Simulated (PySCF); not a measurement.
B₂O₃, SMILES O=BOB=O.

Geometry: PBE0-D3(BJ)/def2-SVP. Other conformers were not sampled.

Two levels are set side by side: PBE/def2-TZVPD (PySCF) and r2SCAN/def2-TZVPD (PySCF). Same geometry, gas phase. Differences are taken from unrounded values.

| quantity | r2SCAN |
|---|---|
| orbital gap (eV) | 7.30 |
| highest occupied level (eV) | -8.93 |
| lowest empty level (eV) | -1.63 |
| mean polarisability (bohr³) | 34.8 |

Task: What does PBE give, and how far is it from r2SCAN? (The exact figures need the calculation; the answer reports its results.)

Result: 
| quantity | PBE | PBE minus r2SCAN |
|---|---|---|
| orbital gap (eV) | 6.50 | -0.79 |
| highest occupied level (eV) | -8.61 | 0.32 |
| lowest empty level (eV) | -2.10 | -0.48 |
| mean polarisability (bohr³) | 36.4 | 1.6 |

Rough cost on one machine, each run with all the roots and properties that it gave: r2SCAN against PBE about 4 times.
